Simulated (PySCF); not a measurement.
## Working out the excitation energy of O

O [He] 2s2 2p4 (3P) → O [He] 2s1 2p5 (3P). Calculation: PySCF 2.14, in aug-cc-pCVTZ-DK (7s6p4d2f, 59 functions); scalar relativity by spin-free X2C-1e. Frozen: nothing. Energies in hartree (1 hartree = 27.21139 eV):

```csv
part,O (lower),O (upper)
UHF,-74.865208,-74.243356
MP2 opposite-spin,-0.158832,-0.185971
MP2 same-spin,-0.043194,-0.048878
```

What does Hartree-Fock give?

(-74.243356) − (-74.865208) = 0.621852 hartree = 16.921 eV.

What do MP2 and SCS-MP2 (6/5 opposite-spin, 1/3 same-spin) give?

The opposite-spin parts differ by -0.738 eV and the same-spin parts by -0.155 eV. MP2: 16.921 + (-0.738) + (-0.155) = 16.028 eV. SCS-MP2: 16.921 + 1.2 × (-0.738) + (-0.155)/3 = 15.984 eV.

The upper state lies above the first ionisation limit, where it may autoionise and the basis confines it.
